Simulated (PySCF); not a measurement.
Here is a job for PySCF.
```python
from pyscf import gto, scf, dft

mol = gto.Mole()
mol.atom = '''
    Te   -0.06651998    0.12188136    0.33078461
    F    -1.16789324   -1.07688202   -0.58739142
    F     0.08902262    1.21325728   -1.17845659
    F     1.46320830   -0.84057864   -0.14535195
'''
mol.basis = 'def2-svp'
mol.ecp = {'Te': 'def2-svp'}
mol.charge = 1
mol.verbose = 4
mol.build()

mf = dft.RKS(mol)
mf.xc = 'tpss'
mf.kernel()
```

What Mulliken (on the basis functions themselves) charges in atom order does TPSS/def2-SVP in PySCF give?

Te1 1.70, F2 -0.23, F3 -0.23, F4 -0.23

What is the computed HOMO energy (TPSS/def2-SVP)?

-16.58 eV

What is the computed HOMO-LUMO gap (TPSS/def2-SVP)?

5.86 eV

Give the nuclear repulsion energy at the level TPSS/def2-SVP.

231.4819 Eh
